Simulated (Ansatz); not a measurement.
Abridged output of a molecular run in Ansatz:

```
Functional definition: HF
1433 factors; integrals over basis functions are off by at most 9.0e-4 eV
mean field evaluation 1: about -6345.6022 eV, gradient 4.5e1 eV
mean field evaluation 2: about -6345.8182 eV, gradient 4.5e1 eV
mean field evaluation 4: about -6350.1418 eV, gradient 5.4e0 eV
mean field evaluation 8: about -6350.2381 eV, gradient 5.2e-1 eV
mean field evaluation 16: about -6350.2400 eV, gradient 2.2e-6 eV
mean field -6350.23996063 eV, -233.3670142060 hartree, gradient 2.2e-6 eV, S^2 0.000000; 0 other end points of the search recorded, 0 dependent functions left out
5 core orbitals not correlated: weight in the atoms' cores, before any rotation towards them, 1.000 or more for the frozen orbitals, at most 0.000 for the correlated occupied ones
reference -6350.23996063 eV, -233.3670142060 hartree; 14, 14 occupied and 220, 220 virtual orbitals, 1433 factors
second order -23.56006294 eV of doubles, -0.00000000 eV of singles
cycle   1  -23.69862333 eV  change   -1.4e-1 eV  update   1.1e-1
cycle   2  -24.30423506 eV  change   -6.1e-1 eV  update   3.5e-2
cycle   3  -24.46118525 eV  change   -1.6e-1 eV  update   2.0e-2
cycle   4  -24.44746610 eV  change    1.4e-2 eV  update   5.8e-3
cycle   5  -24.44449892 eV  change    3.0e-3 eV  update   3.0e-3
cycle   6  -24.44590574 eV  change   -1.4e-3 eV  update   1.0e-3
cycle   7  -24.44548735 eV  change    4.2e-4 eV  update   4.5e-4
cycle   8  -24.44535862 eV  change    1.3e-4 eV  update   1.5e-4
cycle   9  -24.44546757 eV  change   -1.1e-4 eV  update   5.9e-5
cycle  10  -24.44547821 eV  change   -1.1e-5 eV  update   2.2e-5
perturbative correction -1.01925009 eV, -0.0374567498 hartree
Total energy: -6375.70468893 eV, -234.3028257104 hartree
```

Its atoms:

```xyz
11

B    -1.152   -0.049   -1.727
N    -0.203    0.222   -0.722
C    -0.111   -0.400    0.532
C     1.012    0.114    1.392
O    -0.869   -1.263    0.881
H    -1.073    0.586   -2.736
H    -1.981   -0.880   -1.542
H     0.499    0.929   -0.884
H     0.878    1.181    1.593
H     1.972   -0.007    0.882
H     1.027   -0.433    2.331
```

Task: Which basis set was used?
A. def2-QZVPP
B. def2-TZVPPD
C. def2-TZVPP
D. def2-SVPD

Result: C. It gives 239 functions.

Task: Write the keys of the input that set method, charge and spin (a neutral closed shell needs none for the last two).

Result: 
```yaml
correlation: {method: ccsd_t}
```
